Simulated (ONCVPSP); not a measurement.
**chromium, ONCV: configuration errors across variants**

ONCVPSP 4.0.1 input, shortened (lines: element, Z, core and valence counts, functional; n l f; lmax; l rc ep ncon nbas qcut; lloc lpopt rc5 dvloc0; l nproj debl; icmod fcfact rcfact), PBEsol, scalar-relativistic:

```
  Cr 24.00    4    3  -116133      upf
    1    0    2.00
    2    0    2.00
    2    1    6.00
    3    0    2.00
    3    1    6.00
    3    2    4.00
    4    0    2.00
    2
    0    2.30    0.00    3    7    2.30
    1    1.10    0.00    4    9   13.10
    2    1.90    0.00    3    8    7.80
    4    5    0.95    0.00
    0    2    1.90
    1    2    2.50
    2    2    1.80
    2    0.50    0.70
```

All-electron excitation energies from the reference (eV): (1) 3p6 3d5 4s1 0.093; (2) 3p6 3d5 4s0 6.967; (3) 3p6 3d4 4s0 22.982; (4) 3p6 3d3 4s0 53.687.

A true bound ghost makes a file unfit for plane-wave use even where its test errors are small: the radial tests pick states by their node count and pass the ghost by.

Errors AE − PS in meV (a dash: test not solved or not reliable):

```csv
change,(1),(2),(3),(4),bound ghosts,GHOST(+) flags above zero
base,+26,+37,-7.8,+161,s,none
"local potential polynomial inside 1.00 bohr (lpopt 5, dvloc0 0 Ha)",+26,+37,-7.9,+161,s,none
s: qcut 2.2,+29,+44,-6.9,+152,s,none
s: rc 1.5,+42,+84,+11,+119,s,s
```

(1) Give the same row for: s: qcut 2.7; p: qcut 15.5; d: qcut 9.2.

Answers

(1) -6.7, -30, -16, +165; bound ghosts: s; GHOST(+) flags above zero: none.
